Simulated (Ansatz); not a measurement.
The first iterations of a band of CH7BOSSi (12 atoms, charge 0, multiplicity 1).

These are results of RKS r2SCAN/def2-SVP (Ansatz), not measurements.

```yaml
movable_images: 5
climbing_image: yes
spring: 5.0 eV/Å²
optimiser: quadratic models (default)
start_path: through a guess of the saddle point
force_threshold: 0.05 eV/Å
iteration_limit: 60
end_points: relaxed
```

Image 0:

```xyz
12
Properties=species:S:1:pos:R:3
Si -1.661 -0.785 1.573
B 0.082 -0.423 0.602
O 0.043 -0.049 -0.697
C 1.227 0.255 -1.418
S 1.733 1.991 -1.270
H -1.777 0.109 2.772
H -2.871 -0.580 0.716
H -1.683 -2.195 2.085
H 1.165 -0.549 1.146
H 2.083 -0.329 -1.037
H 1.045 0.000 -2.472
H 0.691 2.500 -1.966
```

Image 6:

```xyz
12
Properties=species:S:1:pos:R:3
Si -1.133 -0.439 1.376
B -0.232 -1.280 -0.249
O 0.767 -0.736 -0.987
C 1.341 0.528 -0.706
S 0.191 1.924 -0.893
H -0.368 0.665 2.041
H -2.471 0.101 0.973
H -1.377 -1.502 2.405
H -0.597 -2.367 -0.644
H 1.693 0.583 0.337
H 2.198 0.652 -1.382
H 0.065 1.814 -2.236
```

| iteration | highest image above the first end (eV) | largest band force component (eV/Å) |
| --- | --- | --- |
| 1 | 86.243 | 114.994 |
| 2 | 38.351 | 49.785 |
| 3 | 20.793 | 19.619 |
| 4 | 10.529 | 12.994 |
| 5 | 5.498 | 7.887 |
| 6 | 2.841 | 3.764 |
| 7 | 1.660 | 2.905 |
| 8 | 0.731 | 1.846 |
| 9 | 0.322 | 1.881 |
| 10 | 0.195 | 1.017 |
| 11 | 0.202 | 0.536 |
| 12 | 0.193 | 0.229 |
| 13 | 0.293 | 0.435 |
| 14 | 0.288 | 0.476 |
| 15 | 0.313 | 0.562 |
| 16 | 0.367 | 0.649 |

Question: Does the band converge within its limit, and where does its top end?

Answer: It converged. It ended after 48 iterations with the highest image 0.698 eV above the first end. A vibrational analysis at the climbing image gives one clearly imaginary mode, 328i cm⁻¹: a first-order saddle point.

Run time: 16 min on 2 threads of Arm Neoverse V1, on a shared host, peak memory 0.18 GiB.
